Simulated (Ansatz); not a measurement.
Computed with Ansatz on PBE0-D4/def2-TZVP structures; ΔE is electronic, products minus reactants. CBS: MP2 limit from def2 TZ/QZ plus the TZ coupled-cluster correction, frozen cores. This one scheme is used for every species. For Ge outer-core shells are correlated without core-valence functions, which leaves a few kJ/mol of doubt a bond. Scalar relativity is left out up to krypton. One conformer a species, not always the lowest.

`[OH][GeH2][SiH](O)F` + `N[SiH](O)O` → `[OH][GeH2][NH][SiH](O)O` + `O[SiH2]F`  (cleavage of the Ge–Si bond)

`[OH][GeH2][SiH](O)F`:

```xyz
10

O    -2.082    0.675    0.169
Ge   -1.074   -0.389   -0.853
Si    1.134   -0.225    0.049
O     0.876    0.730    1.358
F     2.137    0.491   -0.973
H    -1.558    1.046    0.885
H    -1.187    0.107   -2.305
H    -1.643   -1.819   -0.762
H     1.815   -1.487    0.439
H     1.582    0.872    1.992
```

`N[SiH](O)O`:

Cartesian coordinates in Å:
```
N -0.130 -1.207 -0.329
Si 0.418 0.322 0.219
O -0.511 0.735 1.505
O 0.367 1.341 -1.064
H 0.226 -1.584 -1.194
H -0.300 -1.944 0.337
H 1.802 0.430 0.718
H -1.456 0.597 1.422
H -0.417 1.310 -1.614
```

`[OH][GeH2][NH][SiH](O)O`:

Cartesian coordinates in Å:
```
O 0.763 1.514 -1.427
Ge 1.256 1.239 0.281
N 0.568 -0.366 0.810
Si -1.042 -0.840 0.458
O -0.911 -2.301 -0.284
O -1.721 0.348 -0.434
H 1.243 0.953 -2.042
H 2.787 1.175 0.399
H 0.607 2.420 1.003
H 1.239 -1.086 1.029
H -1.929 -0.990 1.633
H -1.707 -2.833 -0.332
H -1.153 0.766 -1.095
```

`O[SiH2]F`:

Z-matrix (Å, degrees):
```
Si
F 1 1.596
O 1 1.630 2 111.0
H 1 1.482 2 106.0 3 121.4
H 1 1.474 2 108.2 3 -116.3
H 3 0.958 1 119.1 2 71.8
```

```csv
species,CCSD(T)/CBS(def2) energy (Eh)
`[OH][GeH2][SiH](O)F`,-2618.47685
`N[SiH](O)O`,-497.28304
`[OH][GeH2][NH][SiH](O)O`,-2649.81447
`O[SiH2]F`,-465.96250
```

Question: Work out ΔE.

Answer: ΔE = (-2649.81447) + (-465.96250) − (-2618.47685) − (-497.28304) = -0.01708 Eh = -0.46 eV.

Largest T1 diagnostic among the species: 0.012.

From PBE to PBE0 (25 % exact exchange), in def2-TZVPP and without D4, ΔE moves by −0.07 eV. The D4 term adds −0.05 eV with B3LYP and −0.03 eV with PBE0; it sums over pairs of atoms, weighted by their polarisabilities, and B3LYP, whose exchange is more repulsive, gets the larger term.

B3LYP here is the variant with VWN-RPA as its local correlation; programs differ in this.
